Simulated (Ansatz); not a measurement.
BeFH (SMILES [BeH][F]), charge 0, multiplicity 1, relaxed at each level with Ansatz (an electronic-structure program); harmonic frequencies from differences of analytic forces, average atomic masses, frozen cores.

| level | Be1–H2 (Å) | Be1–F3 (Å) | H2–Be1–F3 (°) | dipole (D) |
|---|---|---|---|---|
| HF/def2-TZVPP | 1.3275 | 1.3619 | 180.0 | 0.82 |
| PBE/def2-TZVPP | 1.3367 | 1.3824 | 180.0 | 0.60 |
| r2SCAN/def2-TZVPP | 1.3296 | 1.3750 | 180.0 | 0.62 |
| B3LYP/def2-TZVPP | 1.3236 | 1.3741 | 180.0 | 0.67 |
| PBE0/def2-TZVPP | 1.3313 | 1.3713 | 180.0 | 0.68 |
| wB97X-V/def2-TZVPP | 1.3306 | 1.3787 | 180.0 | 0.69 |
| MP2/cc-pVTZ | 1.3246 | 1.3772 | 180.0 | 0.61 |
| CCSD(T)/cc-pVDZ | 1.3356 | 1.4139 | 180.0 | 0.77 |
| CCSD(T)/cc-pVTZ | 1.3283 | 1.3738 | 180.0 | 0.62 |
